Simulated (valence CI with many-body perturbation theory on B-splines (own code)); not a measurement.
E1 transitions of Ti⁸⁺

Computed by configuration interaction combined with many-body perturbation theory (CI+MBPT): four valence electrons over a frozen Dirac-Fock core [Ne], radial functions for each j: 11 s, 11 p, 10 d, 8 f, 5 g, 2 h, with the one-electron correlation potential Σ1 (screened to all orders), the two-electron term Σ2, the three-electron term Σ3, Breit, model QED; selected single and double excitations, second order for the rest, scaled by the run's own slope (own B-spline code, finite nucleus).

No measured levels were compared; by estimate levels of excited configurations hold to 0.05 to 0.15 % of their energy, terms of the ground configuration to about 0.5 %. Among the levels kept, up to 650 cm⁻¹ of a level comes from second order outside the variational space, and about a tenth of that is noise between levels of different J, which matters for small intervals.

Lines 1 to 50 of 575 in falling wavelength, among levels below 104.76 eV, chosen from the strongest by gf and those to the six lowest levels. Wavelengths and rates use the calculated energies, so an error of 100 cm⁻¹ moves a line at 173.7 nm by 0.17 % and its rate by three times that or more. Electric multipoles are in the length gauge, E1 and E2 with the static RPA response of the core. Weak lines are less certain than strong ones. Lines between different terms over intervals too small for the method are left out, as are lines whose strength nearly cancels. Where a level lies close to another of its J and parity, the split of strength between their lines is uncertain. The highest levels of a list are the least certain.

Names give the largest LS component (configuration and term), which can be under half, so a name can repeat, a term be missing and a line seem to break the LS rules; names also repeat where a configuration has a term twice. Letters in brackets count levels of one name in rising energy.

```csv
λ vac (nm),Upper,Lower,A (s⁻¹),S (a.u.)
173.7,3s²3p4p ¹P_1,3s²3p4s ¹P°_1,1.66e+08,1.29e+00
156.2,3s²3p4p ³D_1,3s²3p4s ¹P°_1,1.51e+08,8.54e-01
144.7,3s²3p4p ¹P_1,3s²3p4s ³P°_1,2.65e+08,1.19e+00
131.3,3s²3p4p ³D_3,3s²3p4s ³P°_2,7.97e+08,6.23e+00
130.1,3s²3p4p ³D_1,3s²3p4s ³P°_0,5.13e+08,1.67e+00
129.9,3s²3p4p ³D_2,3s²3p4s ³P°_1,6.91e+08,3.74e+00
122.6,3s²3p4p ³P_2,3s²3p4s ³P°_2,8.36e+08,3.80e+00
121.3,3s²3p4p ³P_0,3s²3p4s ³P°_1,9.59e+08,8.45e-01
119.5,3s²3p4p ³S_1,3s²3p4s ³P°_2,8.95e+08,2.26e+00
118.6,3s²3p4p ³P_1,3s²3p4s ³P°_1,4.44e+08,1.10e+00
116.8,3s²3p4p ³P_1,3s²3p4s ³P°_0,3.04e+08,7.17e-01
114.1,3s²3p4p ³P_2,3s²3p4s ³P°_1,1.67e+08,6.12e-01
113.8,3s²3p4p ¹D_2,3s²3p4s ¹P°_1,1.24e+09,4.52e+00
80.89,3p³3d ¹F°_3 [a],3s3p²3d ¹D_2 [c],1.85e+08,3.38e-01
74.30,3p³3d ³G°_5,3s3p²3d ³F_4 [c],4.94e+08,1.10e+00
74.13,3p³3d ³G°_4,3s3p²3d ³F_3 [c],4.24e+08,7.66e-01
73.92,3p³3d ³G°_3,3s3p²3d ³F_2 [c],4.22e+08,5.89e-01
72.61,3s3p³ ⁵S°_2,3s²3p² ³P_2,1.38e+06,1.30e-03
70.48,3s3p³ ⁵S°_2,3s²3p² ³P_1,6.44e+05,5.56e-04
69.93,3p³3d ³F°_4 [a],3s3p²3d ³D_3 [b],2.48e+08,3.77e-01
69.12,3p³3d ³F°_4 [a],3s3p²3d ³F_4 [b],2.83e+08,4.16e-01
68.54,3p³3d ³F°_3 [a],3s3p²3d ³F_3 [b],3.47e+08,3.86e-01
68.14,3p³3d ³F°_2 [a],3s3p²3d ³F_2 [b],4.25e+08,3.32e-01
65.38,3p³3d ¹F°_3 [b],3s3p²3d ¹F_3 [b],5.71e+08,5.51e-01
63.57,3p³3d ³F°_2 [b],3s3p²3d ³D_1 [d],5.05e+08,3.20e-01
63.17,3p³3d ³F°_3 [b],3s3p²3d ³D_2 [d],5.27e+08,4.59e-01
62.37,3p³3d ³F°_4 [b],3s3p²3d ³D_3 [d],6.31e+08,6.80e-01
61.06,3p³3d ³G°_5,3s3p²3d ³F_4 [b],2.69e+08,3.33e-01
60.22,3p³3d ³G°_4,3s3p²3d ³F_3 [b],3.01e+08,2.92e-01
59.04,3s3p³ ³P°_1,3s²3p² ¹S_0,4.01e+06,1.22e-03
58.31,3s3p³ ³D°_1,3s²3p² ¹D_2,4.34e+06,1.28e-03
58.28,3s3p³ ³D°_2,3s²3p² ¹D_2,2.11e+06,1.03e-03
58.27,3p³3d ³D°_3 [a],3s3p²3d ³D_3 [a],3.56e+08,2.43e-01
58.05,3s3p³ ³D°_3,3s²3p² ¹D_2,1.42e+07,9.62e-03
56.09,3p³3d ³D°_2 [b],3s3p²3d ³F_3 [c],5.54e+08,2.41e-01
55.95,3p³3d ¹D°_2 [a],3s3p²3d ¹P_1 [a],5.90e+08,2.55e-01
55.45,3p³3d ³D°_3 [b],3s3p²3d ³F_4 [c],5.12e+08,3.01e-01
55.11,3p³3d ³F°_4 [b],3s3p²3d ³F_4 [c],4.90e+08,3.64e-01
53.80,3p³3d ³D°_3 [b],3s3p²3d ³D_3 [c],5.68e+08,3.05e-01
53.08,3p⁴ ¹D_2,3s3p³ ¹D°_2,2.56e+09,9.46e-01
52.93,3p³3d ¹F°_3 [a],3s3p²3d ¹D_2 [b],1.11e+09,5.67e-01
52.82,3p³3d ³P°_2 [b],3s3p²3d ³D_3 [c],9.39e+08,3.42e-01
52.73,3p⁴ ¹S_0,3s3p³ ¹P°_1,4.29e+09,3.10e-01
51.84,3s3p³ ³D°_1,3s²3p² ³P_2,7.98e+06,1.65e-03
51.82,3s3p³ ³D°_2,3s²3p² ³P_2,8.23e+07,2.83e-02
51.63,3s3p³ ³D°_3,3s²3p² ³P_2,7.36e+08,3.50e-01
51.31,3s3p²3d ¹F_3 [a],3s²3p3d ³P°_2 [b],6.20e+08,2.89e-01
51.04,3p³3d ¹F°_3 [b],3s3p²3d ¹D_2 [b],5.68e+08,2.61e-01
50.81,3p³3d ³D°_2 [a],3s3p²3d ³P_1 [a],7.94e+08,2.57e-01
50.74,3s3p³ ³D°_1,3s²3p² ³P_1,2.52e+08,4.87e-02
```
